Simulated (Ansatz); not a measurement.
The same bond dissociation along the group O, S, Se.

Computed with Ansatz on PBE0-D4/def2-TZVP structures; ΔE is electronic, products minus reactants. CCSD(T)/CBS is the MP2 limit (def2-TZVPP, def2-QZVPP) plus CCSD(T) − MP2 in def2-TZVPP, frozen cores. This one scheme is used for every species, atoms too. Functionals use def2-TZVPP. Open shells (•) are unrestricted, without spin–orbit coupling. Bonds to Ge, Se are less sure, by a few kJ/mol each and by 10 to 20 or more in all where they break to atoms, as the def2 sets lack core-valence functions. Scalar relativity is left out up to krypton.

```csv
reaction,CCSD(T)/CBS(def2) (eV)
`[OH][GeH3]` → `[OH][GeH2]`• + H•,?
`[SH][GeH3]` → `[SH][GeH2]`• + H•,3.84
`[GeH3][SeH]` → `[GeH2][SeH]`• + H•,3.82
```

(1) Fill in the missing values. (Estimate.)

Largest T1 diagnostic: 0.015, for `[OH][GeH2]`•.

Answers

(1) Computed: `[OH][GeH3]` → `[OH][GeH2]`• + H•: +3.94 eV.
